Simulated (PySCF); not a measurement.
Molecule: `CSC1=CC=CS1`, C5H6S2.

Mapped SMILES: `[CH3:1][S:2][c:3]1[cH:4][cH:5][cH:6][s:7]1`; H(Xn) means a hydrogen on atom n.

Geometry PBE0-D3(BJ)/def2-SVP throughout; GIAO in PySCF, gas phase, one conformer, non-relativistic; equivalent atoms averaged; functional PBE0.

Q: How do the shifts δ (against TMS, CS2 at the same level) depend on the basis set? (a selection of nuclei; ppm; last column core-seconds on shared hosts with different chips, so compare them loosely)

A: 
| basis set | functions | C3 | C6 | C5 | C4 | C1 | S7 | S2 | H(C6) | H(C1) | core-s |
| --- | --- | --- | --- | --- | --- | --- | --- | --- | --- | --- | --- |
| STO-3G | 49 | 133.1 | 114.7 | 106.4 | 99.6 | 23.3 | 88.9 | -42.4 | 6.12 | 1.26 | 4.7 |
| pcSseg-0 | 83 | 156.8 | 138.7 | 137.3 | 127.6 | 21.7 | 188.4 | -25.0 | 6.62 | 2.23 | 12 |
| 6-31G | 83 | 145.8 | 124.0 | 122.7 | 115.6 | 20.2 | 172.1 | -28.4 | 6.92 | 2.34 | 9.4 |
| 6-31G* | 118 | 139.2 | 117.4 | 120.8 | 113.8 | 18.6 | 203.1 | 10.9 | 6.62 | 2.24 | 14 |
| cc-pVDZ | 136 | 148.0 | 122.5 | 126.3 | 117.7 | 19.7 | 197.0 | 3.2 | 6.82 | 2.28 | 13 |
| def2-SVP | 136 | 146.1 | 121.3 | 124.9 | 115.2 | 18.1 | 209.3 | 10.3 | 6.60 | 2.10 | 12 |
| pcSseg-1 | 163 | 150.9 | 127.7 | 133.4 | 124.4 | 20.2 | 217.3 | 12.4 | 6.89 | 2.39 | 15 |
| aug-cc-pVDZ | 223 | 149.2 | 122.4 | 125.2 | 116.5 | 21.1 | 211.2 | 15.6 | 7.22 | 2.57 | 29 |
| 6-311+G(2d,p) | 241 | 151.0 | 125.5 | 131.0 | 122.4 | 20.1 | 243.2 | 36.3 | 7.17 | 2.51 | 40 |
| def2-TZVP | 265 | 152.5 | 126.3 | 133.0 | 124.0 | 20.0 | 250.7 | 38.8 | 7.12 | 2.44 | 38 |
| cc-pVTZ | 302 | 151.0 | 126.2 | 132.2 | 123.3 | 20.0 | 218.3 | 17.6 | 7.10 | 2.48 | 46 |
| IGLO-III | 323 | 156.3 | 129.5 | 135.6 | 126.2 | 20.1 | 247.4 | 46.2 | 7.12 | 2.50 | 48 |

Q: Which nucleus among those listed moves most, in ppm?

A: S7 (aromatic ring sulfur): from 88.9 ppm with STO-3G to 250.7 ppm with def2-TZVP. The smallest spread is 1.10 ppm, at H(C6). Proton shifts span only some 12 ppm, so a few tenths of a ppm matter as much there as several ppm in carbon.

Q: Taking the largest basis, IGLO-III (323 functions), as the yardstick, rank the others by their worst heavy-atom deviation.

A: def2-TZVP 7.4 ppm (265 functions), 6-311+G(2d,p) 9.9 ppm (241 functions), cc-pVTZ 29.1 ppm (302 functions), pcSseg-1 33.8 ppm (163 functions), aug-cc-pVDZ 36.2 ppm (223 functions), def2-SVP 38.1 ppm (136 functions), 6-31G* 44.3 ppm (118 functions), cc-pVDZ 50.4 ppm (136 functions), pcSseg-0 71.2 ppm (83 functions), 6-31G 75.3 ppm (83 functions), STO-3G 158.5 ppm (49 functions).

A small basis that lands close on one nucleus may do so by chance; judge by the trend and by all nuclei.
